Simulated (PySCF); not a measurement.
Species: C₂H₆O₂Si.
SMILES: `COC(=O)[SiH3]`

Computed, not measured: EOM-IP-CCSD/aug-cc-pVDZ in PySCF, restricted Hartree–Fock reference, frozen core, non-relativistic, gas phase, PBE0-D3(BJ)/def2-SVP geometry.

Hartree–Fock orbital energies give these Koopmans values (eV): HOMO 11.61, HOMO-1 12.65, HOMO-2 13.39, HOMO-3 13.40, HOMO-4 14.33, HOMO-5 15.07, HOMO-6 15.45, HOMO-7 17.99.

Problem. What vertical ionisation energies does EOM-IP-CCSD give?

Solution. 
```tsv
leading hole (HF orbital)	Koopmans (eV)	EOM-IP-CCSD (eV)	change (eV)	one-hole share
HOMO	11.61	10.01	-1.60	0.95
HOMO-1	12.65	11.20	-1.45	0.94
HOMO-3	13.40	12.41	-0.99	0.95
HOMO-2	13.39	12.66	-0.73	0.95
HOMO-4	14.33	12.94	-1.39	0.95
HOMO-6	15.45	14.09	-1.36	0.95
HOMO-5	15.07	14.13	-0.94	0.94
HOMO-7	17.99	16.36	-1.63	0.93
```

Problem. Does the order of the lines follow the orbital energies?

Solution. No: the HOMO-3 hole (12.41 eV) falls below the HOMO-2 hole (12.66 eV); the HOMO-6 hole (14.09 eV) falls below the HOMO-5 hole (14.13 eV). The corrections run from -1.63 to -0.73 eV, with a mean of -1.26 eV over the 8 lines; no line lies above its Koopmans value.

Problem. At what kinetic energies would He I light (21.22 eV) eject these electrons?

Solution. 11.21 eV (HOMO), 10.02 eV (HOMO-1), 8.81 eV (HOMO-3), 8.56 eV (HOMO-2), 8.28 eV (HOMO-4), 7.13 eV (HOMO-6), 7.09 eV (HOMO-5), 4.86 eV (HOMO-7).

Lines less than 0.15 eV apart could change places at a higher level. One root was sought for each valence orbital with −ε under 21 eV, eight at most, so deeper holes and satellites are missing; no vibrational structure.

Shape of the structure used: `[CH3:1][O:2][C:3](=[O:4])[SiH3:5]`: C1–O2–C3–O4 0°.

One conformer stands for the species.
